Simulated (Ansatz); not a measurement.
`[CH3][SnH]([Cl])[O][SiH3]` at its PBE0-D4/def2-TZVP geometry, where that method's forces vanish. The species carries charge 0 and has multiplicity 1. Sn takes the def2 core potential.

```xyz
12

C     1.4768    1.5104   -1.1960
Sn   -0.4049    0.8535   -0.4928
Cl   -1.4232   -0.4362   -2.1481
O    -0.0357   -0.3890    0.9651
Si   -0.7058   -1.7631    1.5423
H     1.3443    2.1824   -2.0431
H     2.0041    2.0258   -0.3934
H     2.0464    0.6355   -1.5067
H    -1.5689    1.9634    0.0618
H    -0.3482   -2.9359    0.6993
H    -0.1929   -1.9862    2.9196
H    -2.1920   -1.6606    1.5920
```

**Question.** What forces (eV/Å) does ωB97M-V/def2-TZVPP give on these atoms in Ansatz 0.2.0? (An estimate is asked.)

**Answer.** The calculation gave: 
```
C1  -0.032 -0.005  0.009
Sn2 -0.035  0.130 -0.011
Cl3  0.016  0.003  0.025
O4   0.016  0.035 -0.029
Si5 -0.072 -0.223  0.121
H6   0.029 -0.053  0.067
H7  -0.030 -0.040 -0.077
H8  -0.036  0.078  0.022
H9   0.091 -0.080 -0.045
H10 -0.043  0.137  0.094
H11 -0.067  0.021 -0.165
H12  0.164 -0.003 -0.011
```
